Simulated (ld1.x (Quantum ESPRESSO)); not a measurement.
# What one change does to a pseudopotential (Tl, TM)

Tl, norm-conserving Troullier–Martins (Kleinman–Bylander form), made with ld1.x (Quantum ESPRESSO) 7.5 (PBE, scalar-relativistic). Core [Xe] 4f14 5d10, reference 6s2 6p1. Waves: 6p (bound): rc 2.85 bohr; 6s (bound): rc 2.20 bohr. Local part: the s channel. Core correction: none.

Change: wave 6s (bound): rc 2.20 bohr becomes 6s (bound): rc 3.30 bohr.

Cutoffs: the cutoffs (Ry, on a coarse ladder) from which the occupation-weighted sum of valence levels, in a spherical-Bessel basis at the reference potential, stays within 10 and 1 mRy of its value at 400 Ry; they do not see the model core or the augmentation charge, which bear on the density cutoff. Errors are all-electron minus pseudo energies relative to the spin-unpolarised reference configuration.

Problem. Predict the effect on cutoff, ghosts and configuration errors.

Solution. The potential gets softer (18 Ry and 30 Ry → 8 Ry and 15 Ry); of the 7 tests that both files solve, the error grows in 1 and shrinks in 3 by more than 15 % and 0.3 meV (median size 35.2 → 33.3 meV); neither file shows a bound ghost. A larger radius leaves more room for a smooth pseudo-wave, so fewer plane waves are needed.

```tsv
quantity	base	changed
cutoff, loose	18 Ry	8 Ry
cutoff, tight	30 Ry	15 Ry
loose cutoff by channel (10 mRy a level)	p 6 Ry, s 10 Ry	p 6 Ry, s 6 Ry
bound ghosts	none	none
error for 6s2 6p0, meV [ΔE 5.17 eV]	+47	+54
error for 6s1 6p0, meV [ΔE 25.95 eV]	+105	+78
error for 6s2 6p0.5, meV [ΔE 1.85 eV]	+8.7	+9.6
error for 6s2 6p1.3, meV [ΔE -0.49 eV]	+2.1	+2.3
error for 6s1 6p1, meV [ΔE 13.44 eV]	-7.4	-49
error for 6s1 6p2, meV [ΔE 7.40 eV]	+35	-13
error for 6s0 6p3, meV [ΔE 15.21 eV]	+189	+33
```
